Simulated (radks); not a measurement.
Values are calculated unless marked as measured or tabulated.
How relativity changes the ionisation of the tin ion Sn30+ ([Ar] 3d2) to Sn31+ ([Ar] 3d1). Spin-unpolarised spherical Kohn-Sham, PBE, point nucleus unless stated (finite: rms radius 4.6519 fm), a radial shooting solver on a logarithmic mesh with Libxc functionals. A level marked "c x" has the speed of light scaled by that factor and shares open shells by 2j + 1; other Dirac levels either fill j = l - 1/2 first or share by 2j + 1.

level                               E(Sn30+) (hartree)  E(Sn31+) (hartree)  IE (eV)   HOMO  <r> HOMO (bohr)
non-rel.                                   -5400.86538         -5336.38446   1754.6     3d           0.2749
scalar-rel.                                -5552.05570         -5487.62019   1753.4     3d           0.2741
scalar-rel., finite nucleus                -5551.89436         -5487.45875   1753.4     3d           0.2741
Dirac, 2j+1 shares                         -5553.84504         -5489.41398   1753.3  3d5/2           0.2751
Dirac, low j first                         -5554.37001         -5489.68460   1760.2  3d3/2           0.2725
Dirac, 2j+1 shares, finite nucleus         -5553.68321         -5489.25204   1753.3  3d5/2           0.2751
Dirac, c x 1.5                             -5466.33693         -5401.87577   1754.1  3d5/2           0.2750
Dirac, c x 5                               -5406.60604         -5342.12676   1754.6  3d5/2           0.2749
Dirac, c x 10                              -5402.29783         -5337.81732   1754.6  3d5/2           0.2749

NIST Atomic Spectra Database: 1763 eV (theoretical). The relativistic part of the total energy of Sn30+ is -152.8 hartree (Dirac, 2j+1 shares, finite nucleus), 2.8 % of the non-relativistic value. Spin polarisation and multiplet splitting of open shells are left out at every level.

Beside tabulated values, note that relativity, absent from the non-relativistic runs, is large for the heavy elements, and spin-unpolarised runs miss the spin-polarisation part of the exchange energy of open shells.
